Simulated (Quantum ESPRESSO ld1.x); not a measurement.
The numbers below are computed, except where a source is named.
One sound ld1.x (Quantum ESPRESSO 7.5) input for the molybdenum ion Mo+ gives E = -4046.184 hartree in 31 iterations:

```
 &input
    zed=42.0,
    iswitch=1,
    rel=1,
    dft='PBESOL',
    config='[Kr] 4d5',
    prefix='ld1',
    max_out_wfc=37,
    file_charge='ld1.rho',
 /
```

Changed or added lines, one case at a time, and what came of them:

- config='[Kr] 4d5 8s1': refused. The program stops in el_config with "wrong main quantum number": the config string takes n from 1 to 7 alone.
- rel=4: refused. The program stops in ld1_readin with "wrong rel": rel takes 0, 1 or 2.
- xmin=-20.0: refused. The program stops in do_mesh with "ndmx is too small": a lower xmin needs more points.
- rel=2 cau_fact=31.86: crashed. The program stops in dirsol with "no classical turning point found": with c below Z the Dirac equation of a point nucleus has no 1s solution.
- dx=0.002: refused. The program stops in do_mesh with "ndmx is too small": the mesh holds 3500 points at most, so dx, xmin and rmax must fit that.
- beta=0.95: harmless. The Broyden-type mixing copes: 14 iterations against 31, same energy.
- config='[Kr] 4d5 4d5': refused. The program stops in el_config with "wavefunction 4D found too many times": a shell may stand twice only as spin up and down (lsd = 1) or as its two j (rel = 2, l > 0), within their capacities.
